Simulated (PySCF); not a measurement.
Start geometry of `FBC1=C(F)C[Se]1` from a GFN2-xTB structure with every atom displaced at random (by about 0.01 Å) (Å):
```
atom  x, y, z in Å
F1     2.7202    0.0714   -1.3862
B2     1.9726   -0.4363   -0.4294
C3     0.5000    0.0159   -0.2770
C4    -0.4481   -0.2924    0.5683
F5    -0.4832   -1.1671    1.5765
C6    -1.6657    0.5180    0.1775
Se7   -0.5389    1.3030   -1.2756
H8     2.4991   -1.2212    0.2659
H9    -1.9910    1.2488    0.9380
H10   -2.5147   -0.0612   -0.1790
```

**Question.** What comes out of this run: PySCF 2.14.0, PBE0-D3(BJ)/def2-SVP geometry optimisation, gas phase?

**Answer.** 
```
atom  x, y, z in Å
F1     2.630    0.268   -1.561
B2     1.998   -0.215   -0.502
C3     0.499    0.051   -0.329
C4    -0.399   -0.276    0.623
F5    -0.220   -0.970    1.725
C6    -1.709    0.296    0.225
Se7   -0.811    1.014   -1.395
H8     2.637   -0.853    0.302
H9    -2.093    1.087    0.886
H10   -2.495   -0.440    0.002
```

The energy falls by 2.8 kcal/mol over 8 energy and gradient evaluations, the largest force component goes from 0.0592 to 4.1e-04 Eh/bohr, and the atoms move by 0.029 Å rms after alignment. The bond that changes most is C3=C4 (fully substituted alkene carbon to vinylic C–F carbon), which lengthens by 0.042 Å. Bonds longer at the end by more than 0.005 Å: 5 of 10; shorter: 4. Among the angles that change most is C3–C4–F5, from 131.4° to 129.0°. Rotational constants go from 1859, 1716, 897.5 to 1886, 1688, 896.1 MHz. The orientation of the end geometry is arbitrary; only internal coordinates are fixed.

The run used 131 basis functions and 60 SCF cycles in all.

Stationary, but not proved a minimum. One conformer, not necessarily the lowest.
